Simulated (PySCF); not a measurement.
OP, multiplicity 2. Atoms are numbered in the order given.

```xyz
2

P      0.0000     0.0000    -0.5146
O      0.0000     0.0000     0.9649
```
Charge 0, spin multiplicity 2.

Geometry optimised at B3LYP-D3(BJ)/def2-TZVPD.

These are PySCF with B3LYP-D3(BJ)/def2-TZVPD values and carry that method's errors.

Frequencies are harmonic and unscaled.

Computed vibrational spectrum:
| mode | ν (cm⁻¹) | IR (km/mol) | moving atoms (share of kinetic energy) |
|---|---|---|---|
| 1 | 1258 | 58.3 | O 66 %, P 34 % |
